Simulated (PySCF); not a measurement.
PySCF input for C2H8FNOSi, SMILES CC[Si@](N)(O)F, TDDFT-PBE0/def2-SVPD. Geometry: B3LYP-D3(BJ)/def2-SVP. The structure was generated by enumeration; whether it is a known compound was not checked. Other conformers were not sampled.

```python
import numpy as np
from pyscf import gto, scf, dft, tdscf

mol = gto.M(
    atom='''
    C    -1.80839302   -1.53802794    0.49126758
    C    -1.18511686   -0.19500904    0.90133107
    Si    0.33428593    0.27663953   -0.07134273
    N     1.53595520   -0.92762210    0.04794060
    O     1.04909176    1.70041821    0.39578599
    F    -0.18306019    0.53887863   -1.60904024
    H    -1.11429351   -2.37724969    0.66525357
    H    -2.07484883   -1.54525482   -0.57777616
    H    -2.72436126   -1.75496549    1.06381226
    H    -0.91767738   -0.20198557    1.97209430
    H    -1.92411661    0.61660487    0.77766886
    H     1.31061187   -1.91551092    0.03410296
    H     2.48807213   -0.74863329   -0.25321108
    H     0.74079085    2.49236460   -0.05924853
    ''',
    basis='def2-SVPD',
    charge=0,
    spin=0,
    max_memory=1600,
    verbose=4,
)
mf = dft.RKS(mol, xc='pbe0').density_fit(auxbasis='def2-universal-jkfit')
mf.grids.level = 3
mf.conv_tol = 1e-9
mf.max_cycle = 100
mf.kernel()
mf.grids = dft.Grids(mol).set(level=1).build(with_non0tab=True)  # coarser grid for the response kernel
td = tdscf.TDDFT(mf)
td.singlet = True
td.nstates = 10
td.conv_tol = 1e-4
td.positive_eig_threshold = 1e-6
td.kernel(x0=td.get_init_guess(mf, 15))
td.analyze()
tt = tdscf.TDA(mf)
tt.singlet = False
tt.nstates = 4
tt.conv_tol = 1e-4
tt.positive_eig_threshold = 1e-6
tt.kernel(x0=tt.get_init_guess(mf, 9))
tt.analyze(verbose=3)
```

Output:

```
PySCF version 2.14.0

[INPUT] verbose = 4
[INPUT] num. atoms = 14
[INPUT] num. electrons = 58
[INPUT] charge = 0
[INPUT] spin (= nelec alpha-beta = 2S) = 0
[INPUT] symmetry False subgroup None
[INPUT] Mole.unit = angstrom
[INPUT] Symbol           X                Y                Z      unit          X                Y                Z       unit  Magmom
[INPUT]  1 C     -1.808393020000  -1.538027940000   0.491267580000 AA   -3.417367533375  -2.906451578529   0.928361180078 Bohr   0.0
[INPUT]  2 C     -1.185116860000  -0.195009040000   0.901331070000 AA   -2.239546291005  -0.368513677414   1.703268869861 Bohr   0.0
[INPUT]  3 Si     0.334285930000   0.276639530000  -0.071342730000 AA    0.631708854996   0.522772946928  -0.134818220679 Bohr   0.0
[INPUT]  4 N      1.535955200000  -0.927622100000   0.047940600000 AA    2.902534667602  -1.752951716094   0.090594604247 Bohr   0.0
[INPUT]  5 O      1.049091760000   1.700418210000   0.395785990000 AA    1.982496105938   3.213324714123   0.747927125040 Bohr   0.0
[INPUT]  6 F     -0.183060190000   0.538878630000  -1.609040240000 AA   -0.345933623411   1.018333025081  -3.040645377004 Bohr   0.0
[INPUT]  7 H     -1.114293510000  -2.377249690000   0.665253570000 AA   -2.105709556280  -4.492350843807   1.257147050689 Bohr   0.0
[INPUT]  8 H     -2.074848830000  -1.545254820000  -0.577776160000 AA   -3.920896038574  -2.920108402464  -1.091838703703 Bohr   0.0
[INPUT]  9 H     -2.724361260000  -1.754965490000   1.063812260000 AA   -5.148296645775  -3.316404134163   2.010313819355 Bohr   0.0
[INPUT] 10 H     -0.917677380000  -0.201985570000   1.972094300000 AA   -1.734158918908  -0.381697408414   3.726718118816 Bohr   0.0
[INPUT] 11 H     -1.924116610000   0.616604870000   0.777668860000 AA   -3.636053424627   1.165214331373   1.469581161003 Bohr   0.0
[INPUT] 12 H      1.310611870000  -1.915510920000   0.034102960000 AA    2.476697489904  -3.619791027414   0.064445254437 Bohr   0.0
[INPUT] 13 H      2.488072130000  -0.748633290000  -0.253211080000 AA    4.701774903863  -1.414711885832  -0.478499592905 Bohr   0.0
[INPUT] 14 H      0.740790850000   2.492364600000  -0.059248530000 AA    1.399891822084   4.709886496561  -0.111963494983 Bohr   0.0

nuclear repulsion = 334.266484791251
number of shells = 84
number of NR pGTOs = 278
number of NR cGTOs = 194
basis = def2-SVPD
ecp = {}


******** <class 'pyscf.df.df_jk.DFRKS'> ********
method = DFRKS
initial guess = minao
damping factor = 0
level_shift factor = 0
DIIS = <class 'pyscf.scf.diis.CDIIS'>
diis_start_cycle = 1
diis_space = 8
diis_damp = 0
SCF conv_tol = 1e-09
SCF conv_tol_grad = None
SCF max_cycles = 100
direct_scf = False
XC library pyscf.dft.libxc version 7.1.2
    S. Lehtola, C. Steigemann, M. J. T. Oliveira, and M. A. L. Marques,  SoftwareX 7, 1–5 (2018)
XC functionals = pbe0
    C. Adamo and V. Barone,  J. Chem. Phys. 110, 6158 (1999)
    M. Ernzerhof and G. E. Scuseria,  J. Chem. Phys. 110, 5029 (1999)
radial grids:
    Treutler-Ahlrichs [JCP 102, 346 (1995); DOI:10.1063/1.469408] (M4) radial grids

becke partition: Becke, JCP 88, 2547 (1988); DOI:10.1063/1.454033
pruning grids: <function nwchem_prune>
grids dens level: 3
symmetrized grids: False
atomic radii adjust function: <function treutler_atomic_radii_adjust>
small_rho_cutoff = 0
Set gradient conv threshold to 3.16228e-05
Initial guess from minao.
tot grids = 168128
******** <class 'pyscf.df.df.DF'> ********
auxbasis = def2-universal-jkfit
init E= -600.012179159311
  HOMO = -0.334506813854692  LUMO = -0.0344682424549645  gap/eV = 8.16447
cycle= 1 E= -599.601327749147  delta_E= 0.411  |g|= 0.866  |ddm|= 4.79
  HOMO = -0.200787132604822  LUMO = 0.0225227447363467  gap/eV = 6.07657
cycle= 2 E= -599.459244566802  delta_E= 0.142  |g|= 1.24  |ddm|= 2.13
  HOMO = -0.287578123100276  LUMO = 0.00638623304657271  gap/eV = 7.99918
cycle= 3 E= -599.744414363955  delta_E= -0.285  |g|= 0.0977  |ddm|= 1.21
  HOMO = -0.294599384781322  LUMO = 0.00687224122225638  gap/eV = 8.20346
cycle= 4 E= -599.746159705416  delta_E= -0.00175  |g|= 0.0405  |ddm|= 0.133
  HOMO = -0.289773262358058  LUMO = 0.007598961027385  gap/eV = 8.09191
cycle= 5 E= -599.746506959239  delta_E= -0.000347  |g|= 0.00694  |ddm|= 0.0496
  HOMO = -0.290418541353715  LUMO = 0.00756328805582029  gap/eV = 8.10850
cycle= 6 E= -599.746514500738  delta_E= -7.54e-06  |g|= 0.00316  |ddm|= 0.00961
  HOMO = -0.290417999302491  LUMO = 0.00751280108890606  gap/eV = 8.10711
cycle= 7 E= -599.746516570272  delta_E= -2.07e-06  |g|= 0.000356  |ddm|= 0.00337
  HOMO = -0.2903705744864  LUMO = 0.00751438521473347  gap/eV = 8.10586
cycle= 8 E= -599.746516589055  delta_E= -1.88e-08  |g|= 0.000211  |ddm|= 0.000745
  HOMO = -0.290400530385916  LUMO = 0.00751232406687619  gap/eV = 8.10662
cycle= 9 E= -599.746516597807  delta_E= -8.75e-09  |g|= 3.66e-05  |ddm|= 0.000257
  HOMO = -0.290396018018301  LUMO = 0.00751252747156439  gap/eV = 8.10650
cycle= 10 E= -599.746516598111  delta_E= -3.04e-10  |g|= 6.44e-06  |ddm|= 8.8e-05
  HOMO = -0.290396085677771  LUMO = 0.00751272039518946  gap/eV = 8.10651
Extra cycle  E= -599.746516598115  delta_E= -3.41e-12  |g|= 6.17e-06  |ddm|= 1.94e-05
converged SCF energy = -599.746516598115
tot grids = 52152
Overwritten attributes  positive_eig_threshold  of <class 'pyscf.tdscf.rks.TDDFT'>


******** <class 'pyscf.tdscf.rks.TDDFT'> for <class 'pyscf.df.df_jk.DFRKS'> ********
nstates = 10 singlet
deg_eia_thresh = 1.000e-03
wfnsym = None
conv_tol = 0.0001
eigh lindep = 1e-12
eigh level_shift = 0
eigh max_cycle = 100


Excitation energies (eV)
[6.85689438 7.58613995 7.62877322 8.09034044 8.17088387 8.41831096
 8.6638226  8.78614095 8.90054979 9.05361834]

** Singlet excitation energies and oscillator strengths **
Excited State   1:      6.85689 eV    180.82 nm  f=0.0367
      29 -> 30       -0.67192
      29 -> 31       -0.13848
      29 -> 32       -0.15479
Excited State   2:      7.58614 eV    163.44 nm  f=0.0138
      28 -> 30        0.21471
      29 -> 30        0.16970
      29 -> 31       -0.63240
      29 -> 32       -0.11701
Excited State   3:      7.62877 eV    162.52 nm  f=0.0341
      28 -> 30       -0.65637
      29 -> 31       -0.22727
Excited State   4:      8.09034 eV    153.25 nm  f=0.0328
      27 -> 30       -0.16863
      28 -> 31       -0.54197
      29 -> 32        0.37874
Excited State   5:      8.17088 eV    151.74 nm  f=0.0055
      27 -> 30        0.10753
      28 -> 31        0.37675
      29 -> 31       -0.10287
      29 -> 32        0.54712
Excited State   6:      8.41831 eV    147.28 nm  f=0.0021
      29 -> 33        0.39815
      29 -> 34       -0.49084
      29 -> 35       -0.18932
      29 -> 36        0.15128
      29 -> 40        0.10944
Excited State   7:      8.66382 eV    143.11 nm  f=0.0191
      27 -> 30       -0.59307
      27 -> 31        0.21986
      28 -> 31        0.22202
      28 -> 32        0.12314
Excited State   8:      8.78614 eV    141.11 nm  f=0.0164
      27 -> 30        0.10610
      28 -> 32        0.67474
Excited State   9:      8.90055 eV    139.30 nm  f=0.0138
      29 -> 33        0.55073
      29 -> 34        0.40319
Excited State  10:      9.05362 eV    136.94 nm  f=0.0005
      26 -> 30       -0.63777
      26 -> 31       -0.16625
      27 -> 30       -0.10791
      27 -> 31       -0.13870

** Transition electric dipole moments (AU) **
state          X           Y           Z        Dip. S.      Osc.
  1         0.0258      0.0177      0.4661      0.2182      0.0367
  2         0.2712      0.0144      0.0225      0.0742      0.0138
  3        -0.3681     -0.0047      0.2172      0.1827      0.0341
  4         0.2994      0.1724     -0.2151      0.1656      0.0328
  5         0.0223     -0.1586     -0.0451      0.0277      0.0055
  6        -0.0071      0.0191     -0.0999      0.0104      0.0021
  7        -0.1015     -0.2243     -0.1714      0.0900      0.0191
  8         0.1658      0.1821      0.1256      0.0764      0.0164
  9         0.2149     -0.1006     -0.0836      0.0633      0.0138
 10        -0.0176     -0.0351      0.0292      0.0024      0.0005

** Transition velocity dipole moments (imaginary part, AU) **
state          X           Y           Z        Dip. S.      Osc.
  1         0.0091      0.0053      0.1271      0.0163      0.0430
  2         0.0775      0.0033      0.0073      0.0061      0.0145
  3        -0.1049     -0.0024      0.0607      0.0147      0.0350
  4         0.0882      0.0528     -0.0673      0.0151      0.0338
  5         0.0078     -0.0506     -0.0175      0.0029      0.0065
  6        -0.0031      0.0045     -0.0326      0.0011      0.0024
  7        -0.0343     -0.0745     -0.0543      0.0097      0.0203
  8         0.0542      0.0559      0.0435      0.0080      0.0164
  9         0.0709     -0.0326     -0.0260      0.0068      0.0138
 10        -0.0052     -0.0104      0.0081      0.0002      0.0004

** Transition magnetic dipole moments (imaginary part, AU) **
state          X           Y           Z
  1         0.3991      0.5720     -0.2060
  2         0.0246      0.0421      0.2038
  3        -0.4784      0.1900     -0.6254
  4         0.0439     -0.0877      0.0850
  5        -0.0246     -0.0133     -0.0068
  6         0.0074     -0.2128     -0.0714
  7         0.3232     -0.3320      0.2338
  8        -0.2460      0.1113      0.0235
  9        -0.0539     -0.2658      0.0669
 10        -0.4873      0.1236      0.5208
Overwritten attributes  positive_eig_threshold  of <class 'pyscf.tdscf.rks.TDA'>


******** <class 'pyscf.tdscf.rks.TDA'> for <class 'pyscf.df.df_jk.DFRKS'> ********
nstates = 4 triplet
deg_eia_thresh = 1.000e-03
wfnsym = None
conv_tol = 0.0001
eigh lindep = 1e-12
eigh level_shift = 0
eigh max_cycle = 100


Excitation energies (eV)
[6.50809604 7.39475786 7.49860178 7.79263308]

** Triplet excitation energies and oscillator strengths **
Excited State   1:      6.50810 eV    190.51 nm  f=0.0000
Excited State   2:      7.39476 eV    167.66 nm  f=0.0000
Excited State   3:      7.49860 eV    165.34 nm  f=0.0000
Excited State   4:      7.79263 eV    159.10 nm  f=0.0000
```

The calculation finished and met its thresholds.
